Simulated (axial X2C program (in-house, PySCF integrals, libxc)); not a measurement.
Potential curves of TcP, 2c

Calculated with an in-house relativistic program for diatomic molecules. Two-component (2c) means X2C with spin–orbit coupling and atomic mean-field two-electron Coulomb and Gaunt terms. Basis: Tc dyall-cv3z [12s12p8d5f3g], P dyall-v3z [8s7p2d1f] (cores contracted in-house); Gaussian nuclei, density fitting, unrestricted open shells. Masses: Tc 98.907 u, P 30.974 u.

State: Ω = 1 (⟨Sz⟩ = 2.00, ⟨Lz⟩ = -1.00 at HF). Energies in cm⁻¹ from the fragments at the same level (Tc + P). Fits are polynomials in 1 − R0/R over 0.85 to 1.23 times the lowest point R0.

```tsv
R (Å)	HF
1.8331	18871
1.9174	11151
1.9806	6963
2.0438	3848
2.1070	1573
2.1807	-268
2.2545	-1442
2.3493	-2215
2.4652	-2340
2.6338	-1448
2.8655	932
```

The state is a single determinant with fixed occupations, the lowest that a limited PBE0 search found. De is counted from the lowest determinant-based energies of the atoms at the same level, without counterpoise correction. Other states lie close and PBE0, whose exact exchange favours high spin, may order them wrongly; the determinant shown need not be the ground state. The nearest other 2c determinant of the search, Ω = 3, lies 0.07 eV up at the distance of the search. With several unpaired electrons one determinant need not be a pure state. Open-shell Ω = 0 determinants with evenly filled partner blocks cannot be reached by this program, so the Ω shown need not be the lowest component. Some points did not converge and are left out. The determinant is spin-polarised beyond a pure state at some levels (its spin-free form has ⟨S²⟩ too high), which makes Re and μ there less reliable.

**Question.** Fit the HF curve near its minimum: give the equilibrium distance, the harmonic wavenumber and the well depth.

**Answer.** At HF, 2c: Re = 2.425 Å, ωe ≈ 276 cm⁻¹, De = 0.30 eV to Tc + P; Be follows as 0.122 cm⁻¹.
